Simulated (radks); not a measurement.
Charge is removed step by step from the 3s down level of the phosphorus ion P2+, starting from [Ne] 3s(up 1, down 1) 3p1. All-electron calculation, non-relativistic Kohn-Sham, PBEsol, spin-polarised, spherical densities, point nucleus; open shells are filled with parallel spins first. Program: a radial shooting solver on a logarithmic mesh with Libxc functionals.

removed (e)  E - E(0) (eV)  eigenvalue (eV)
0                    0.000          -33.001
0.1                  3.353          -34.059
0.2                  6.812          -35.114
0.3                 10.376          -36.164
0.4                 14.044          -37.208
0.5                 17.817          -38.246
0.6                 21.693          -39.279
0.7                 25.673          -40.312
0.8                 29.756          -41.363
0.9                 33.947          -42.464

The mean slope of the eigenvalue, de/dn, is 10.5 eV per electron.
